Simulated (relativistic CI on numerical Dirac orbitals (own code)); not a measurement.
Sr⁶⁺: calculation against measurement

Computed by Dirac-Coulomb-Breit CI, KLI orbitals optimised for each configuration, model QED (radiative potential, 1s self-energy scaled to tabulated hydrogen-like ionisation energies), unscaled Slater integrals (own radial code, finite nucleus).

Configurations in the expansion (outside the closed core [Ar] 3d10): 4s2 4p2, 4s 4p3, 4s2 4p 4d, 4p4, 4s 4p2 4d, 4s2 4p 4f, 4s2 4p 5s, 4s 4p2 4f, 4s2 4p 5p, 4p3 4d, 4s2 4p 5d, 4s 4p 4d2, 4s 4p2 5s, 4s2 4d2, 4s 4d3, 4s 4d2 4f, 4p2 4d2, 4p 4d3, 4p 4d2 4f, 4p 4d2 5s, 4s2 4f2, 4s 4d 4f2, 4s 4f3. Double excitations out of closed p, d and f shells are left out; levels of such configurations are missing from the list, as are those of other unlisted configurations, and high levels can miss mixing partners. These lack a partner that the ground configuration has and come out too high: 4s 4p2 5s, 4s2 4p 5p, 4s2 4p 5d.

```csv
Configuration,Term (tabulated),J,Measured (cm⁻¹),Computed,Error,Purity (%)
4s2 4p2,3P,0,0.0,0,0,93
4s2 4p2,3P,1,6845.0,6465,-380,97
4s2 4p2,3P,2,12545.0,12334,-211,85
4s2 4p2,1D,2,28490.0,29323,833,84
4s2 4p2,1S,0,51814.0,54262,2448,91
4s 4p3,3D°,1,167806.0,165045,-2761,85
4s 4p3,3D°,2,167977.0,165227,-2750,83
4s 4p3,3D°,3,170427.0,167502,-2925,90
4s 4p3,3P°,0,190425.0,189643,-782,91
4s 4p3,3P°,1,191215.0,190361,-854,86
4s 4p3,3P°,2,192193.0,191167,-1026,77
4s 4p3,1D°,2,213095.0,212899,-196,58
4s 4p3,3S°,1,232870.0,241293,8423,71
4s 4p3,1P°,1,247754.0,255398,7644,64
```

Measured levels from Sansonetti, J. Phys. Chem. Ref. Data 41, 013102 (2012); pairs were made by configuration, J and term (by order where the table uses no LS term), so strongly mixed levels may be paired wrongly.

Mean error by configuration (cm⁻¹): 4s2 4p2 672; 4s 4p3 530. Over the excited levels the mean absolute error is 2403 cm⁻¹ (13 of the 13 excited levels that our extract of the source holds in range could be paired), and the median relative error of those above 1,000 cm⁻¹ is 1.7 %.
